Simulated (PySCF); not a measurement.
**GeB at UHF-SCS-MP2**

Level: UHF-SCS-MP2. PySCF, scalar-relativistic core potentials, basis sets Ge aug-cc-pVDZ-PP with ECP10, B aug-cc-pVDZ.

```
state                          : ⁴Σ⁻ (quartet), unpaired electrons σ ↑, π ↑↑
bond length                    : 2.003 Å
harmonic wavenumber            : 645 cm⁻¹
force constant                 : 2.35 mdyn/Å
rotational constant Be         : 0.4385 cm⁻¹
anharmonicity ωexe             : 1.51 cm⁻¹
vibration–rotation constant αe : 0.00267 cm⁻¹
well depth De to Ge + B        : 2.46 eV
dissociation energy D0         : 2.42 eV
```

Correlated steps freeze 5 core orbitals. Correlated levels converge slowly with the basis: in double zeta they bind strong bonds too weakly, by up to about 1 eV, and carry superposition errors of some tenths. Spin–orbit coupling is left out. The state was picked by a PBE0 search and need not be the measured ground state.
